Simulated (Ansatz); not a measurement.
`[NH2][Ti]([NH2])([NH2])[Br]` at its PBE0-D4/def2-TZVP geometry, where that method's forces vanish. The species carries charge 0 and has multiplicity 1.

```xyz
11

N     0.8898    1.2347   -0.8766
Ti    0.0055   -0.3081   -0.3003
N     0.8400   -0.8651    1.2770
N    -1.7399    0.1911    0.1460
Br    0.0362   -2.0267   -1.9753
H     1.7846    1.2072   -1.3488
H     0.5105    2.1698   -0.8908
H     0.6757   -1.7743    1.6902
H     1.5909   -0.3894    1.7547
H    -2.4567    0.3530   -0.5500
H    -2.1366    0.2080    1.0738
```

**Question.** What forces (eV/Å) does PBE-D4/def2-TZVPP give on these atoms in the Gaussian-basis code of Ansatz? (An estimate is asked.)

**Answer.** Computed: 
```
N1   0.017  0.062  0.061
Ti2  0.005 -0.294 -0.287
N3  -0.010  0.052  0.072
N4  -0.010  0.073  0.050
Br5  0.003 -0.139 -0.136
H6   0.309  0.011 -0.170
H7  -0.104  0.343 -0.026
H8  -0.040 -0.313  0.157
H9   0.271  0.137  0.192
H10 -0.264  0.056 -0.226
H11 -0.176  0.011  0.313
```
